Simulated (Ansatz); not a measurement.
Molecule: sum formula BPH3 (charge 0, doublet). It need not be the lowest isomer of its formula. 
Structure (B3LYP-D3(BJ)/def2-TZVP (Ansatz, a quantum-chemistry and plane-wave program) minimum search):
```xyz
5

B      0.0943    -0.3580    -1.2104
H     -0.6078     0.0790    -2.0676
H      0.8731    -1.2208    -1.4761
P     -0.1324     0.1823     0.5783
H      1.2493     0.1979     0.9212
```
Charge 0, spin multiplicity 2.

Atomisation energy built up term by term with Ansatz (kcal/mol; UHF references for open shells; valence terms freeze the core; atomic spin-orbit terms are left out). Basis-set limits of correlation are two-point, X^-3; Hartree-Fock from the larger set.

| term | basis | kcal/mol |
|---|---|---|
| Hartree-Fock | cc-pV(Q+d)Z | 250.00 |
| CCSD correlation | CBS(cc-pV(T+d)Z,cc-pV(Q+d)Z) | ___ |
| (T) | CBS(cc-pV(T+d)Z,cc-pV(Q+d)Z) | ___ |
| CCSDT - CCSD(T) | cc-pV(D+d)Z | 0.31 |
| core correlation | cc-pwCVTZ | 1.41 |
| scalar relativity (X2C) | cc-pVTZ-DK against cc-pVTZ | -0.38 |
| sum: De |  | ___ |

Task: Fill in the missing entries.

Result: 
- CCSD correlation, kcal/mol: 73.26
- (T), kcal/mol: 3.63
- sum: De, kcal/mol: 328.2
